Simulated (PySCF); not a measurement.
Species: `CC(=O)[C@@H]1C=CC=C1C`. The columns A, B, C and D hold Mulliken, IAO, Hirshfeld and ESP-fitted charges (e) of one PBE0/pcSseg-1 density (PySCF), in a shuffled order. Coordinates in Å (PBE0-D3(BJ)/def2-SVP); the density's dipole moment is (-0.87, 1.30, 1.76) D.

| atom | x | y | z | A | B | C | D |
| --- | --- | --- | --- | --- | --- | --- | --- |
| C1 | 2.169 | 0.216 | 0.494 | -0.125 | -0.243 | -0.467 | -0.534 |
| C2 | 1.344 | -0.221 | -0.686 | +0.178 | +0.176 | +0.403 | +0.652 |
| O3 | 1.732 | -1.036 | -1.485 | -0.236 | -0.353 | -0.414 | -0.522 |
| C4 | -0.065 | 0.377 | -0.808 | -0.043 | -0.209 | -0.181 | -0.031 |
| C5 | -0.211 | 1.781 | -0.311 | -0.056 | -0.098 | -0.179 | -0.394 |
| C6 | -1.057 | 1.790 | 0.741 | -0.052 | -0.061 | -0.154 | -0.093 |
| C7 | -1.530 | 0.432 | 0.993 | -0.064 | -0.054 | -0.184 | -0.268 |
| C8 | -0.984 | -0.421 | 0.093 | +0.014 | -0.315 | +0.016 | +0.218 |
| C9 | -1.197 | -1.885 | -0.057 | -0.116 | -0.101 | -0.421 | -0.701 |
| H10 | 2.632 | 1.189 | 0.269 | +0.055 | +0.146 | +0.167 | +0.156 |
| H11 | 2.962 | -0.519 | 0.679 | +0.051 | +0.141 | +0.163 | +0.154 |
| H12 | 1.540 | 0.357 | 1.385 | +0.043 | +0.150 | +0.161 | +0.142 |
| H13 | -0.352 | 0.262 | -1.867 | +0.057 | +0.165 | +0.180 | +0.108 |
| H14 | 0.308 | 2.638 | -0.743 | +0.050 | +0.093 | +0.151 | +0.191 |
| H15 | -1.356 | 2.667 | 1.317 | +0.053 | +0.092 | +0.153 | +0.154 |
| H16 | -2.235 | 0.152 | 1.779 | +0.050 | +0.077 | +0.149 | +0.168 |
| H17 | -0.244 | -2.439 | -0.050 | +0.044 | +0.140 | +0.155 | +0.209 |
| H18 | -1.680 | -2.119 | -1.021 | +0.049 | +0.135 | +0.154 | +0.196 |
| H19 | -1.835 | -2.278 | 0.747 | +0.048 | +0.118 | +0.148 | +0.195 |

Task: Which column most likely holds the ESP-fitted charges?

Result: D. Σ q r misses the density's dipole by 0.03 D (D), 0.14 D (C), 0.79 D (A), 1.55 D (B). Charges fitted to the outside potential are the only set here that is tied to the molecule's multipoles.

Task: And the Hirshfeld charges?

Result: A. The mean sizes are 0.073 e (A), 0.151 e (B), 0.210 e (C), 0.268 e (D), and Hirshfeld charges are commonly the smallest of these schemes.

As computed, A = Hirshfeld, B = Mulliken, C = IAO, D = ESP-fitted. Hydrogens on carbon: Hirshfeld +0.04 to +0.06, Mulliken +0.08 to +0.17, IAO +0.15 to +0.18, ESP-fitted +0.11 to +0.21 e.

The IAO scheme counts the electrons in orthogonalised intrinsic atomic orbitals, a minimal basis polarised so that it spans the occupied orbitals exactly. The Hirshfeld scheme weights the molecular density at each point by an atom's share of the summed free-atom densities.

Isolated species at its PBE0-D3(BJ)/def2-SVP geometry (one conformer only).

Conformer computed: `[CH3:1][C:2](=[O:3])[C@@H:4]1[CH:5]=[CH:6][CH:7]=[C:8]1[CH3:9]`: C1–C2–C4–C5 33°.
